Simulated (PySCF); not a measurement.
SMILES [CH2]c1ccccc1 (C₇H₇), doublet (GFN2-xTB optimised geometry):

```
14

C     -1.428    -1.802     0.003
C     -0.708    -0.627     0.000
C     -1.356     0.641    -0.002
C     -0.632     1.806    -0.002
C      0.760     1.774    -0.001
C      1.422     0.548     0.000
C      0.715    -0.627     0.000
H     -2.503    -1.798     0.007
H     -0.936    -2.758     0.006
H     -2.436     0.667    -0.003
H     -1.143     2.758    -0.003
H      1.323     2.694     0.000
H      2.503     0.527     0.001
H      1.230    -1.577     0.001
```

Method: unrestricted CAM-B3LYP/def2-TZVP in PySCF.

Q: What are the frontier orbital energies (α orbitals alone; a β orbital can be the lowest empty one) and the dipole moment?

A: HOMO-2 -9.94 eV, HOMO-1 -8.85 eV, HOMO -6.56 eV, LUMO 0.88 eV, LUMO+1 1.50 eV; dipole moment 0.13 D.

Meta-Löwdin charges at CAM-B3LYP/def2-TZVP: C1 -0.26, C2 0.02, C3 -0.12, C4 -0.12, C5 -0.12, C6 -0.12, C7 -0.12, H8 0.12, H9 0.12, H10 0.11, H11 0.12, H12 0.12, H13 0.12, H14 0.11.
